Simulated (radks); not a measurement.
Species: Eu2+. Configuration: [Xe] 4f7.

Calculated with a radial shooting solver on a logarithmic mesh with Libxc functionals: non-relativistic Kohn-Sham, exchange-only LDA, spin-polarised, spherical densities, point nucleus; open shells are filled with parallel spins first (spin-orbit coupling, left out, can overturn this in heavy ions); relativity is left out, which matters for an element this heavy.

Energy parts (hartree):
part                   energy
total             -10413.2788
kinetic            10413.2788
electron-nucleus  -24700.2159
Hartree             4093.9298
exchange            -220.2715

Orbitals (lengths in bohr, moments of r in powers of bohr; <r^-3> diverges for s and p1/2; r(max) is where P^2 peaks):
| orbital | occ. | eigenvalue (hartree) | <r^2> | <r^-3> | r(max) | <r> |
|---|---|---|---|---|---|---|
| 1s up | 1 | -1672.648 | 0.0007763 | - | 0.01598 | 0.02410 |
| 1s down | 1 | -1672.648 | 0.0007763 | - | 0.01598 | 0.02410 |
| 2s up | 1 | -265.5582 | 0.01237 | - | 0.08759 | 0.1027 |
| 2s down | 1 | -265.5533 | 0.01237 | - | 0.08759 | 0.1027 |
| 2p up | 3 | -252.5331 | 0.009199 | 8503 | 0.06817 | 0.08708 |
| 2p down | 3 | -252.5302 | 0.009199 | 8504 | 0.06817 | 0.08708 |
| 3s up | 1 | -58.48875 | 0.08058 | - | 0.2445 | 0.2659 |
| 3s down | 1 | -58.37297 | 0.08043 | - | 0.2444 | 0.2657 |
| 3p up | 3 | -52.69754 | 0.07553 | 1718 | 0.2316 | 0.2556 |
| 3p down | 3 | -52.59130 | 0.07536 | 1722 | 0.2315 | 0.2553 |
| 3d up | 5 | -41.86693 | 0.06056 | 292.9 | 0.1850 | 0.2271 |
| 3d down | 5 | -41.78839 | 0.06037 | 293.7 | 0.1848 | 0.2268 |
| 4s up | 1 | -11.75756 | 0.4078 | - | 0.5591 | 0.6012 |
| 4s down | 1 | -11.52740 | 0.4080 | - | 0.5589 | 0.6013 |
| 4p up | 3 | -9.51568 | 0.4317 | 377.5 | 0.5651 | 0.6162 |
| 4p down | 3 | -9.28643 | 0.4321 | 376.8 | 0.5648 | 0.6164 |
| 4d up | 5 | -5.52371 | 0.4980 | 53.86 | 0.5741 | 0.6551 |
| 4d down | 5 | -5.29692 | 0.5001 | 53.66 | 0.5738 | 0.6563 |
| 4f up | 7 | -0.72171 | 1.045 | 7.493 | 0.5795 | 0.8912 |
| 4f down | 0 | -0.52230 | 1.272 | 7.027 | 0.5829 | 0.9611 |
| 5s up | 1 | -1.91351 | 2.403 | - | 1.307 | 1.462 |
| 5s down | 1 | -1.80040 | 2.510 | - | 1.325 | 1.493 |
| 5p up | 3 | -1.31332 | 3.077 | 50.91 | 1.431 | 1.647 |
| 5p down | 3 | -1.22327 | 3.267 | 46.55 | 1.461 | 1.696 |

The highest occupied level is 4f up at -19.639 eV. The density falls to 0.001 e/bohr^3 at r = 3.51 bohr. Summed over all electrons, <r^2> = 40.95 bohr^2, which gives a Langevin (diamagnetic) susceptibility term of -32.4 x 10^-6 cm^3/mol. Spin moment in Bohr magnetons: 7. The electron density at the nucleus is 1.775e+05 e/bohr^3.
